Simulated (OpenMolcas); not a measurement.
# What dynamic correlation does to the levels of Er IV

```json
{"Program": "OpenMolcas 26.06", "Basis": "ANO-R2 [9s6p4d3f1g]", "Scalar Hamiltonian": "X2C, finite nucleus", "Active space": "11 electrons in 7 orbitals (4f)", "State averaging": "2S+1 = 4 odd, 35 roots; 2S+1 = 2 odd, 112 roots (96 in the spin-orbit step)", "Spin-orbit coupling": "RASSI with atomic mean-field integrals over the reference wave functions, term energies averaged over their components"}
```

Methods on the same reference wave functions:
A. CASSCF
B. SS-CASPT2, IPEA 0.25 Eh, imaginary shift 0.1 Eh (closed shells correlated: 5s 5p)
C. MS-CASPT2, IPEA 0.25 Eh, imaginary shift 0.1 Eh (closed shells correlated: 5s 5p)

Energies in cm-1 above 4f11 4I* 15/2, the measured ground level; measured values from the list in Tchang-Brillet, Wyart, Meftah and Ait Mammar, Atoms 6, 52 (2018).

```
                  Level      A      B      C  Measured
          4f11 4I* 15/2    0.0    0.0    0.0       0.0
          4f11 4I* 13/2   6572   6610   6610      6508
          4f11 4I* 11/2  10610  10360  10360     10172
    4f11 4I* 9/2 [62 %]  13418  12770  12770     12469
    4f11 4F* 9/2 [62 %]  19072  16660  16660     15405
4f11 2H* 11/2(1) [64 %]  22694  20610  20610     19332
    4f11 4S* 3/2 [70 %]  23629  20460  20490          
           4f11 4F* 7/2  25239  22410  22400          
           4f11 4F* 5/2  27312  24300  24290          
    4f11 4F* 3/2 [63 %]  27612  24550  24550          
          4f11 2K* 15/2  32224  30150  30150          
          4f11 4G* 11/2  32871  29310  29310     26708
    4f11 2G* 7/2 [66 %]  33360  30340  30340          
    4f11 4G* 9/2 [66 %]  34062  30700  30700     27767
          4f11 2K* 13/2  37782  35610  35610          
           4f11 2P* 1/2  40512  36170  36170          
    4f11 4G* 7/2 [73 %]  40844  37200  37200          
           4f11 4G* 5/2  41428  37360  37360          
 4f11 2D* 5/2(1) [72 %]  42196  38260  38260          
   4f11 2I* 11/2 [70 %]  50252  45960  45960          
          4f11 2L* 17/2  50609  47180  47180          
           4f11 4D* 7/2  52042  45930  45930          
          4f11 2I* 13/2  52221  48290  48290          
    4f11 4D* 3/2 [72 %]  54877  48840  48840
```

Deviations, from unrounded energies. A percentage is the sum of absolute deviations over the sum of measured energies, with the sign that they share, or ± where signs differ.

```
                        Against measurement  Levels      A     B     C
             mean absolute deviation (cm-1)       7   3000  1200  1200
      fine structure of the ground term (%)       3   +5.0  +2.0  +2.0
other terms of the ground configuration (%)       4  +21.8  +9.0  +9.0
```

B, C lie about equally close to measurement and A furthest from it. The largest miss of C in the table is 4f11 4G* 9/2 [66 %], by +2900 cm-1. The ranking rests on the paired levels alone, and a cruder setting can come out closer through cancelling errors.

Between B and C the level of the table that moves most is 4f11 4S* 3/2 [70 %], by 28 cm-1 (lowest in B, highest in C). Moves below CASPT2's spread within the term are not significant.

The two smallest mean deviations differ by little beside CASPT2's spread within terms, so their order carries little weight.

From A to B the spin-free energies of the other terms of 4f11 shown, above 4I*, scale by factors of 0.84 to 0.92, as is usual when dynamic correlation screens the repulsion within a d or f shell.

The lowest spin-free term lies below A's lowest term by 0.813 hartree in B, 0.813 hartree in C.

CASPT2 breaks the degeneracy within a term, and the mean is taken; among the terms shown or strongly mixed into the levels shown the widest spread is 770 cm-1 (4f11 4I*, C). High states are left out of the spin-orbit mixing, which shifts the levels that they would mix with. Some levels mix across a computed gap that differs much from the measured one, so their mixing is not that of the real levels. The CASPT2 spread within a term exceeds the gap to the next term for 4f11 4G* and 4f11 2K*, so the order of their levels is uncertain (figures for B; the like holds for C). Without dynamic correlation excited terms often stand tens of per cent too high (terms of higher spin than the ground term too low), and those without a measured partner can miss by more than the paired ones (holds for A). Blocks of more than 70 roots (2S+1 = 2 odd) ran without multistate coupling (holds for C). Computed and measured levels are paired by configuration, term and J; levels that our copy of the source lacks, or whose pairing is in doubt (as where it misses far off the trend of its configuration), stay unpaired and out of the deviations. Only configurations of the active space appear. Levels that lie high or do not pair safely by name in every column are left out.

A share in square brackets marks a mixed level and gives the weight of the term that names it, the lowest over the columns. A number in round brackets counts repeated terms of one configuration in the order of the reference energies. * marks odd parity.
